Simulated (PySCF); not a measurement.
Vertical excitations of a molecule C₄H₆O₂Si from TDA-PBE/def2-SVPD in PySCF 2.14.0, as energy in eV (oscillator strength): 4.55 (0.000), 5.13 (0.000), 5.14 (0.064), 5.52 (0.002), 5.65 (0.000), 6.19 (0.002), 6.19 (0.007), 6.26 (0.002), 6.57 (0.001), 6.77 (0.146). Lowest triplet (TDA): 3.62 eV. Coordinates come from a r2SCAN-D4/def2-SVP optimisation. The geometry has at least one imaginary mode, so it is a saddle point at that level. The values are those of a single conformer.

### Question
Identify the compound among the candidates.
(A) O=C[Si@H]1CCC1=O
(B) O=C1C=CO[C@H]1[SiH3]
(C) O=C1C=CC[Si@H]1O
(D) Oc1cc([SiH3])co1

### Answer
D, Oc1cc([SiH3])co1
